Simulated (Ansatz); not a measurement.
Born–Oppenheimer molecular dynamics of CHBNSi (5 atoms, charge 0, multiplicity 2). It starts from a relaxed structure.

All numbers below come from UKS PBE-D4/def2-SVP (Ansatz).

```yaml
ensemble: NVT, Nosé–Hoover chain
time_step: 0.5 fs
steps_asked: 100
set_temperature: 200 K
thermostat: time constant 1 fs, chain length 1
seed: 682526
```

First frame:

```xyz
5
Properties=species:S:1:pos:R:3
B -1.264 -0.190 -0.111
Si -0.077 -0.918 1.353
C 0.512 0.066 -0.126
N -0.539 0.976 -0.286
H 1.368 0.066 -0.831
```

(1) How far do the bonds stretch over the last three quarters of this one trajectory? (Pairs bonded in most of those frames.)

## Answers

(1) 
```csv
bond,mean (Å),spread (Å),shortest,longest
B1–Si2,2.026,0.033,1.96,2.06
B1–C3,1.735,0.059,1.66,1.84
B1–N4,1.383,0.015,1.36,1.41
Si2–C3,1.896,0.029,1.84,1.93
C3–N4,1.422,0.027,1.39,1.47
C3–H5,1.114,0.023,1.07,1.15
```

Mean temperature of the second half: 201 K. The conserved energy stayed within 0.16 meV per atom of its start (net change 0.073 meV per atom), so the integration is sound. A run of 0.05 ps of so small a system gives no equilibrium averages.

Run time: 3.1 min on 1 thread of Arm Neoverse V2 (shared host), peak memory 0.13 GiB.
